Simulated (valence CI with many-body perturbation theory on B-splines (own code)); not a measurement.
# Level structure of Te⁴⁶⁺

Level of theory: relativistic CI+MBPT: four valence electrons over a frozen Dirac-Fock core [He], radial functions for each j: 11 s, 11 p, 9 d, 7 f, 5 g, 2 h, 1 i, with the one-electron correlation potential Σ1 (screened to all orders), the two-electron term Σ2, the three-electron term Σ3, Breit, model QED; selected single and double excitations, second order for the rest (own B-spline code, finite nucleus).

The last digits are not significant, and no measured levels were compared; by estimate large intervals hold to a few tenths of a per cent, small ones and those within an open d or f shell to about a per cent.

Levels 1 to 45 of 113, with energies above the lowest level, (2s^2 2p1/2^2) J=0. "Leading %" is the weight of the configuration and term that name the level; weights of strongly mixed levels are sums over their largest components and can fall short. In the jj column 3d3/2^4 stands for four electrons in 3d with j = 3/2. Lifetimes count E1, E2, E3, M1 and M2 decay at the calculated energies, and are blank where another channel may lead or the interval is too uncertain; long ones can be off by a factor of two.

| No. | Configuration | Term | J | E (Ry) | Leading % | Lifetime | g | Leading jj |
| --- | --- | --- | --- | --- | --- | --- | --- | --- |
| 1 | 2s2.2p2 | 3P | 0 | 0.00 | 71 |  |  | 2s^2 2p1/2^2 (99 %) |
| 2 | 2s2.2p2 | 3P | 1 | 20.56 | 100 | 6.90 ns | 1.485 | 2s^2 2p1/2 2p3/2 (100 %) |
| 3 | 2s2.2p2 | 1D | 2 | 21.67 | 62 | 5.61 μs | 1.170 | 2s^2 2p1/2 2p3/2 (100 %) |
| 4 | 2s.2p3 | 3P° | 2 | 33.47 | 44 | 80.3 ps | 1.586 | 2s 2p1/2^2 2p3/2 (97 %) |
| 5 | 2s.2p3 | 3D° | 1 | 37.77 | 37 | 1.58 ps | 1.072 | 2s 2p1/2^2 2p3/2 (98 %) |
| 6 | 2s2.2p2 | 3P | 2 | 43.10 | 62 | 2.48 ns | 1.295 | 2s^2 2p3/2^2 (99 %) |
| 7 | 2s2.2p2 | 1S | 0 | 45.93 | 70 | 1.86 ns |  | 2s^2 2p3/2^2 (98 %) |
| 8 | 2s.2p3 | 3D° | 2 | 52.98 | 48 | 7.22 ps | 1.536 | 2s 2p1/2 2p3/2^2 (98 %) |
| 9 | 2s.2p3 | 3D° | 3 | 55.44 | 100 | 7.75 ps | 1.315 | 2s 2p1/2 2p3/2^2 (100 %) |
| 10 | 2s.2p3 | 3P° | 0 | 58.03 | 100 | 1.92 ps |  | 2s 2p1/2 2p3/2^2 (100 %) |
| 11 | 2s.2p3 | 3S° | 1 | 59.05 | 42 | 1.04 ps | 1.290 | 2s 2p1/2 2p3/2^2 (98 %) |
| 12 | 2s.2p3 | 1D° | 2 | 59.80 | 72 | 1.03 ps | 1.077 | 2s 2p1/2 2p3/2^2 (98 %) |
| 13 | 2s.2p3 | 3P° | 1 | 60.07 | 51 | 1.27 ps | 1.363 | 2s 2p1/2 2p3/2^2 (98 %) |
| 14 | 2p4 | 3P | 2 | 73.76 | 70 | 1.07 ps | 1.337 | 2p1/2^2 2p3/2^2 (99 %) |
| 15 | 2p4 | 1S | 0 | 76.85 | 60 | 868 fs |  | 2p1/2^2 2p3/2^2 (98 %) |
| 16 | 2s.2p3 | 3P° | 2 | 78.67 | 52 | 1.96 ps | 1.399 | 2s 2p3/2^3 (98 %) |
| 17 | 2s.2p3 | 1P° | 1 | 82.67 | 42 | 733 fs | 1.207 | 2s 2p3/2^3 (98 %) |
| 18 | 2p4 | 3P | 1 | 94.98 | 100 | 671 fs | 1.485 | 2p1/2 2p3/2^3 (100 %) |
| 19 | 2p4 | 1D | 2 | 96.15 | 71 | 736 fs | 1.128 | 2p1/2 2p3/2^3 (100 %) |
| 20 | 2p4 | 3P | 0 | 118.94 | 60 | 511 fs |  | 2p3/2^4 (99 %) |
| 21 | 2s2.2p.3s | 3P° | 0 | 340.04 | 99 | 23.5 fs |  | 2s^2 2p1/2 3s (99 %) |
| 22 | 2s2.2p.3s | 3P° | 1 | 340.24 | 67 | 18.4 fs | 1.324 | 2s^2 2p1/2 3s (99 %) |
| 23 | 2s2.2p.3p | 3D | 1 | 343.99 | 73 | 1.72 ps | 0.654 | 2s^2 2p1/2 3p1/2 (99 %) |
| 24 | 2s2.2p.3p | 3P | 0 | 346.04 | 69 | 528 fs |  | 2s^2 2p1/2 3p1/2 (98 %) |
| 25 | 2s2.2p.3p | 3P | 1 | 350.40 | 30 | 60.3 fs | 1.679 | 2s^2 2p1/2 3p3/2 (64 %) |
| 26 | 2s2.2p.3p | 3D | 2 | 351.20 | 55 | 1.11 ps | 1.160 | 2s^2 2p1/2 3p3/2 (99 %) |
| 27 | 2s.2p2.3s | 5P | 1 | 352.43 | 35 | 38.8 fs | 1.916 | 2s 2p1/2^2 3s (62 %) |
| 28 | 2s.2p2.3s | 3P | 0 | 353.40 | 72 | 25.7 fs |  | 2s 2p1/2^2 3s (97 %) |
| 29 | 2s2.2p.3d | 3F° | 2 | 354.46 | 74 | 16.5 fs | 0.754 | 2s^2 2p1/2 3d3/2 (99 %) |
| 30 | 2s2.2p.3d | 3D° | 1 | 355.35 | 29 | 2.11 fs | 1.083 | 2s^2 2p1/2 3d3/2 (55 %) |
| 31 | 2s.2p2.3p | 5D° | 0 | 355.90 | 51 | 347 fs |  | 2s 2p1/2^2 3p1/2 (97 %) |
| 32 | 2s2.2p.3d | 3D° | 1 | 356.44 | 24 | 10.8 fs | 1.184 | 2s 2p1/2^2 3p1/2 (53 %) |
| 33 | 2s2.2p.3d | 3P° | 2 | 356.93 | 46 | 2.80 fs | 1.281 | 2s^2 2p1/2 3d5/2 (98 %) |
| 34 | 2s2.2p.3d | 3F° | 3 | 357.14 | 49 | 3.13 fs | 1.106 | 2s^2 2p1/2 3d5/2 (99 %) |
| 35 | 2s2.2p.3s | 3P° | 2 | 362.26 | 92 | 32.2 fs | 1.488 | 2s^2 2p3/2 3s (92 %) |
| 36 | 2s2.2p.3s | 1P° | 1 | 362.69 | 63 | 14.2 fs | 1.142 | 2s^2 2p3/2 3s (94 %) |
| 37 | 2s.2p2.3p | 3P° | 2 | 362.88 | 32 | 171 fs | 1.543 | 2s 2p1/2^2 3p3/2 (90 %) |
| 38 | 2s.2p2.3p | 3D° | 1 | 363.19 | 33 | 7.53 fs | 1.095 | 2s 2p1/2^2 3p3/2 (92 %) |
| 39 | 2s.2p2.3d | 5F | 1 | 366.05 | 44 | 22.3 fs | 0.429 | 2s 2p1/2^2 3d3/2 (97 %) |
| 40 | 2s.2p2.3d | 3D | 2 | 366.35 | 29 | 13.7 fs | 1.170 | 2s 2p1/2^2 3d3/2 (90 %) |
| 41 | 2s2.2p.3p | 3P | 1 | 366.98 | 51 | 491 fs | 1.449 | 2s^2 2p3/2 3p1/2 (96 %) |
| 42 | 2s2.2p.3p | 3D | 2 | 367.18 | 43 | 454 fs | 1.178 | 2s^2 2p3/2 3p1/2 (95 %) |
| 43 | 2s.2p2.3d | 3D | 3 | 368.39 | 31 | 3.15 fs | 1.365 | 2s 2p1/2^2 3d5/2 (96 %) |
| 44 | 2s.2p2.3d | 3F | 2 | 369.45 | 34 | 3.33 fs | 0.999 | 2s 2p1/2^2 3d5/2 (90 %) |
| 45 | 2s.2p2.3s | 5P | 2 | 370.42 | 85 | 34.4 fs | 1.745 | 2s 2p1/2 2p3/2 3s (97 %) |

The ionisation energy to 2s2.2p 2P°_1/2 of the next ion comes out as 8240.7 eV (NIST: 8240 ± 4 eV (theoretical)). All 113 levels together are meant to be complete up to 392.84 Ry.
